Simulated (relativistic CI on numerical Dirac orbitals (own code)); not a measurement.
**Radial parameters of Ag XIII**

Computed by Dirac-Coulomb-Breit CI, KLI orbitals optimised for each configuration, a model potential for QED, unscaled Slater integrals (own radial code, finite nucleus).

Slater integrals F^k, G^k are unscaled and averaged over j, outside the closed core [Ar] 3d10; ζ comes from projecting the Hamiltonian with its Breit term on Σ l·s of the shell.

- 4s²4p⁵: ζ(4p) = 35066 cm⁻¹; <r>(4p) = 0.8837, <r^2>(4p) = 0.881 (bohr units).
- 4s²4p⁴4d: F^2(4p,4p) = 118260, ζ(4p) = 35289, F^2(4p,4d) = 110960, G^1(4p,4d) = 140730, G^3(4p,4d) = 88725, ζ(4d) = 3533.2 cm⁻¹; <r>(4p) = 0.8827, <r^2>(4p) = 0.8792, <r>(4d) = 0.96, <r^2>(4d) = 1.051 (bohr units).
- 4s4p⁵4d: G^1(4s,4p) = 156300, ζ(4p) = 35209, G^2(4s,4d) = 108970, F^2(4p,4d) = 110960, G^1(4p,4d) = 140720, G^3(4p,4d) = 88713, ζ(4d) = 3566.7 cm⁻¹; <r>(4s) = 0.8397, <r^2>(4s) = 0.7914, <r>(4p) = 0.8826, <r^2>(4p) = 0.879, <r>(4d) = 0.96, <r^2>(4d) = 1.051 (bohr units).

Averages of the first 10 configurations, taken without configuration mixing, which lowers the lowest level and can move excited configurations by several eV; other configurations of the list can lie among them:

| Configuration | Parity | States | Average energy above the lowest level (eV) |
| --- | --- | --- | --- |
| 4s²4p⁵ | odd | 6 | 3.4 |
| 4s4p⁶ | even | 2 | 51.4 |
| 4s²4p⁴4d | even | 150 | 67.1 |
| 4s4p⁵4d | odd | 120 | 112.8 |
| 4s²4p⁴4f | odd | 210 | 134.6 |
| 4s4p⁵4f | even | 168 | 180.6 |
| 4p⁶4d | even | 10 | 163.8 |
| 4s4p⁴4d² | even | 1350 | 175.7 |
| 4s²4p⁴5s | even | 30 | 130.7 |
| 4s²4p⁴5p | odd | 90 | 147.2 |
